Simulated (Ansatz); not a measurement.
The first iterations of a band of BFH6SiSn (10 atoms, charge 0, multiplicity 1).

All numbers below come from RKS PBE0-D4/def2-SVP (Ansatz).

```yaml
movable_images: 9
climbing_image: yes
spring: 5.0 eV/Å²
optimiser: quadratic models (default)
start_path: through a guess of the saddle point
force_threshold: 0.05 eV/Å
iteration_limit: 59
end_points: relaxed
```

Image 0:

```xyz
10
Properties=species:S:1:pos:R:3
F -2.135 0.799 -0.113
Si -0.811 1.390 -0.870
B 0.794 0.287 -0.422
Sn 0.592 -1.465 0.981
H -1.092 1.373 -2.339
H -0.630 2.804 -0.417
H 1.867 0.567 -0.904
H -0.507 -2.600 0.312
H -0.066 -0.935 2.473
H 2.071 -2.273 1.301
```

Image 10:

```xyz
10
Properties=species:S:1:pos:R:3
F -2.085 1.717 0.207
Si -0.519 1.514 -0.156
B 0.175 0.232 -1.333
Sn 0.314 -1.124 0.701
H -0.550 -0.418 -2.045
H 0.218 2.346 0.837
H 1.366 0.344 -1.524
H 0.313 -2.643 -0.081
H -0.948 -1.130 1.871
H 1.799 -0.888 1.525
```

| iteration | highest image above the first end (eV) | largest band force component (eV/Å) |
| --- | --- | --- |
| 1 | 3.378 | 3.356 |
| 2 | 2.489 | 1.702 |
| 3 | 1.644 | 1.302 |
| 4 | 1.017 | 0.549 |
| 5 | 0.821 | 0.430 |
| 6 | 0.654 | 0.493 |
| 7 | 0.581 | 0.364 |

Question: Does the band converge within its limit, and where does its top end?

Answer: The run converged. It ended after 22 iterations with the highest image 0.214 eV above the first end. The profile has 2 maxima (images 5, 7) with wells between them (image 6): this band takes more than one step, which may be the mechanism or a detour left from its start path. A vibrational analysis at the climbing image gives one clearly imaginary mode, 430i cm⁻¹: a first-order saddle point. The orbitals stay closed-shell, which can raise the energy where a bond breaks towards radicals; this wasn't checked here.

Time of the run: 7.8 min on 2 threads of Intel(R) Xeon(R) Platinum 8488C (Sapphire Rapids) (shared host), peak memory 0.25 GiB.
